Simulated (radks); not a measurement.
All-electron atom: neutral niobium in [Kr] 4d4 5s1.

All-electron calculation, Dirac Kohn-Sham, LDA (Slater exchange, Perdew-Wang correlation), spin-unpolarised, spherical densities, finite nucleus; open shells are shared between the two j in proportion to 2j + 1; Fermi nuclear charge, rms radius 4.324 fm. Program: a radial shooting solver on a logarithmic mesh with Libxc functionals.

Energy parts (eV):
total: -103838.521
kinetic: 107452.470
electron-nucleus: -250877.965
Hartree: 42709.364
exchange-correlation: -3122.391

Orbitals (lengths in bohr, moments of r in powers of bohr):
orbital	occ.	eigenvalue (eV)	<1/r>	<r^2>	small-component weight
1s1/2	2	-18772.61	42.35	0.001761	2.23e-02
2s1/2	2	-2625.987	9.613	0.02945	4.54e-03
2p1/2	2	-2411.724	9.596	0.02227	4.55e-03
2p3/2	4	-2316.110	9.159	0.02364	4.41e-03
3s1/2	2	-437.5787	3.270	0.2260	1.20e-03
3p1/2	2	-356.8470	3.170	0.2249	1.14e-03
3p3/2	4	-341.3407	3.064	0.2357	1.11e-03
3d3/2	4	-198.1847	2.871	0.2245	9.93e-04
3d5/2	6	-195.2952	2.843	0.2280	9.81e-04
4s1/2	2	-58.4347	1.181	1.523	2.64e-04
4p1/2	2	-36.0566	1.056	1.887	2.18e-04
4p3/2	4	-33.9208	1.025	1.985	2.09e-04
5s1/2	1	-4.1945	0.3478	15.59	2.80e-05
4d3/2	1.6	-3.3027	0.6333	6.137	8.75e-05
4d5/2	2.4	-3.1469	0.6239	6.347	8.52e-05

The highest occupied level is 4d5/2 at -3.147 eV. The density falls to 0.001 e/bohr^3 at r = 4.82 bohr. Summed over all electrons, <r^2> = 59.71 bohr^2, which gives a Langevin (diamagnetic) susceptibility term of -47.3 x 10^-6 cm^3/mol. The electron density at the nucleus is 8.213e+04 e/bohr^3. For comparison, the ionisation energy in NIST's Atomic Spectra Database is 6.759 eV (measured). In exact Kohn-Sham theory the highest level is minus the ionisation energy, but local and semilocal functionals leave it too shallow, through self-interaction and a potential that decays too fast; potentials with the right tail come closer.

Beside tabulated values, note that spin-unpolarised runs miss the spin-polarisation part of the exchange energy of open shells.
